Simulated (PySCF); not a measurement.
A geometry optimisation on PbMe4 (`[CH3][Pb]([CH3])([CH3])[CH3]`).

Method: PBE0-D3(BJ)/def2-SVP geometry optimisation, gas phase, def2 core potentials past Kr (PySCF 2.14.0). Start geometry: GFN2-xTB. The input is one job of a driver script: a line of settings, then coordinates in Å.

Input:
```
{"job": {"xc": "PBE0", "basis": "def2-SVP", "d3": "d3bj", "grid": 1, "maxiter": 30, "shake": 0.03, "kind": "geom"}, "charge": 0, "multiplicity": 1}
Pb     0.064050    -0.075350     0.009610
C     -0.024480    -0.027640     2.289720
H     -1.086170     0.058410     2.624880
H      0.667560     0.829080     2.658230
H      0.418210    -0.956550     2.624860
C      2.161050     0.018410    -0.777150
H      2.203220    -0.120600    -1.843750
H      2.763580    -0.797650    -0.334140
H      2.646110     0.954460    -0.453780
C     -1.091950     1.876590    -0.720870
H     -0.992140     1.965340    -1.795140
H     -0.647090     2.758620    -0.248390
H     -2.220060     1.842500    -0.539040
C     -1.130730    -1.864090    -0.755820
H     -2.065970    -1.983860    -0.308310
H     -0.497010    -2.707460    -0.515690
H     -1.196730    -1.770830    -1.854970
```

Output:
```
step   0  E = -352.13419486  max force = 0.045222
step   1  E = -352.14730799  max force = 0.009201
step   2  E = -352.14884037  max force = 0.006405
step   3  E = -352.14924959  max force = 0.002003
step   4  E = -352.14931350  max force = 0.000595
step   5  E = -352.14933250  max force = 0.000441
step   6  E = -352.14934716  max force = 0.000533
step   7  E = -352.14934926  max force = 0.000248
optimisation converged
```

Energies in Eh; «max force» is the largest Cartesian gradient component in Eh/bohr.

Give the first gradient maximum in eV/Å.

With 1 Eh/bohr = 51.422 eV/Å, 2.325 eV/Å.

How much energy does the optimisation release, in kJ/mol?

E(step 0) − E(last step) = 0.015154 Eh, which is 39.8 kJ/mol.

Main results: final energy -352.14935 Eh after 7 steps; dipole 0.01 D.

Estimate the wall time. Hardware: one thread of an Arm Neoverse V1, shared host with 32 logical CPUs at a one-minute load of 21. And the peak memory of the process?

About 87 s, with 0.68 GiB resident at the peak, the Python interpreter and its libraries included.
Labels such as C1 count atoms from 1, the log's own numbers from 0.
